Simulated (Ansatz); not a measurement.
Geometry optimisation, RKS BHLYP-D4/6-31G* in Ansatz.

Input file:

```yaml
crystal:
  periodic: [false, false, false]
  atoms:
    - { symbol: B, position_ang: [0.003559, 0.625718, -0.206513] }
    - { symbol: O, position_ang: [-0.26892, -0.387785, 2.180592] }
    - { symbol: H, position_ang: [-1.168066, -0.678065, 2.340112] }
    - { symbol: H, position_ang: [1.027132, 0.043829, -0.313215] }
    - { symbol: C, position_ang: [-1.341938, 0.119904, -0.807425] }
    - { symbol: H, position_ang: [-1.493585, -0.930118, -0.568925] }
    - { symbol: H, position_ang: [-2.218779, 0.685097, -0.503856] }
    - { symbol: H, position_ang: [-1.274517, 0.185382, -1.89438] }
    - { symbol: S, position_ang: [0.065619, 2.349532, 0.504156] }
    - { symbol: H, position_ang: [1.374739, 2.442564, 0.756764] }
    - { symbol: H, position_ang: [-0.287544, 0.572243, 2.372692] }
basis:
  gaussian: { orbitals: "6-31G*" }
hamiltonian:
  xc: { name: BHLYP }
  dispersion: d4
relax:
  f_tol: 0.03
  max_steps: 50
```

Command:

```bash
$ ansatz run input.yaml --threads 1 --pin off --max-ram 2048MiB --backend cpu --events-out ev --progress --plain --runs-dir out
```

Q: Where does it end, and by what steps?

A: It converged. After 12 steps the energy has fallen by 0.112 eV; H3 moved furthest, 0.53 Å.

| step | energy less start (eV) | largest force component (eV/Å) | accepted |
| --- | --- | --- | --- |
| 0 | 0.0000 | 0.989 | yes |
| 1 | 0.0416 | 2.149 | no |
| 2 | -0.0203 | 1.230 | yes |
| 3 | -0.0448 | 0.318 | yes |
| 4 | -0.0598 | 0.231 | yes |
| 5 | -0.0695 | 0.300 | yes |
| 6 | -0.0774 | 0.467 | yes |
| 7 | -0.0891 | 0.379 | yes |
| 8 | -0.0239 | 0.954 | no |
| 9 | -0.1029 | 0.157 | yes |
| 10 | -0.1099 | 0.153 | yes |
| 11 | -0.1115 | 0.087 | yes |
| 12 | -0.1119 | 0.027 | yes |

```xyz
11
Properties=species:S:1:pos:R:3
B -0.017 0.500 0.123
O -0.275 -0.146 1.788
H -1.101 -0.638 1.819
H 1.010 -0.032 -0.145
C -1.338 0.061 -0.637
H -1.495 -1.019 -0.605
H -2.243 0.544 -0.264
H -1.255 0.327 -1.689
S 0.106 2.349 0.454
H 1.418 2.435 0.689
H -0.392 0.646 2.326
```

Whether the end is a true minimum wasn't checked by a vibrational analysis.

The run took 61 s on 1 thread of Arm Neoverse V1, on a shared host, peak memory 0.15 GiB.
